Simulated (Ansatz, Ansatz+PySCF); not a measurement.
```json
{"atom": "C", "x (Å)": "0.0000", "y (Å)": "0.0000", "z (Å)": "-0.6043"}
{"atom": "C", "x (Å)": "0.0000", "y (Å)": "0.0000", "z (Å)": "1.2085"}
{"atom": "H", "x (Å)": "0.0000", "y (Å)": "0.0000", "z (Å)": "-1.6792"}
{"atom": "H", "x (Å)": "0.0000", "y (Å)": "0.0000", "z (Å)": "2.2835"}
```

Basis set: cc-pVDZ (spherical functions). Frozen core: 2 orbitals. Charge 0, multiplicity 1.

Computed with Ansatz (development build ahead of 0.2.0); each method stands on the lowest determinant of its kind that the runs found. Restricted open shells among the atoms or ions are ROHF, correlated in semicanonical orbitals with singles. Restricted functionals stand beside restricted open-shell atoms, which can lie above the unrestricted atoms usual in DFT and then raise those values.

(1) Give the atomization energy at this shape (free ground-state atoms in the same class of orbitals less the molecule, no zero-point energy) of singlet C2H2 by ωB97X (unrestricted), r²SCAN (unrestricted), r²SCAN (restricted), ωB97X (restricted), PBE0 (unrestricted), PBE (unrestricted), PBE (restricted), PBE0 (restricted), RHF-MP2, UHF, RHF, RHF-CCSD(T).

Results:

(1)

| method | atomization energy |
| --- | --- |
| ωB97X (unrestricted) | 10.14 eV |
| r²SCAN (unrestricted) | 10.74 eV |
| r²SCAN (restricted) | 9.96 eV |
| ωB97X (restricted) | 9.13 eV |
| PBE0 (unrestricted) | 10.48 eV |
| PBE (unrestricted) | 11.08 eV |
| PBE (restricted) | 10.90 eV |
| PBE0 (restricted) | 9.63 eV |
| RHF-MP2 | 8.22 eV |
| UHF | 7.44 eV |
| RHF | 3.50 eV |
| RHF-CCSD(T) | 10.70 eV |

Caution: the shape is not the minimum. Caution for ωB97X (unrestricted), PBE0 (unrestricted), RHF-MP2, UHF, RHF, RHF-CCSD(T): the determinant breaks the point group. Caution for ωB97X (unrestricted), PBE0 (unrestricted), UHF: the unrestricted determinant is a mixture of spin states. Caution for r²SCAN (unrestricted): the unrestricted determinant is spin contaminated. Caution for r²SCAN (restricted), ωB97X (restricted), PBE0 (restricted), RHF-MP2, RHF, RHF-CCSD(T): an unrestricted determinant lies well below. Caution for RHF-MP2: another reference gives a lower total. Caution for RHF-MP2, RHF-CCSD(T): large amplitudes, a single reference is doubtful.
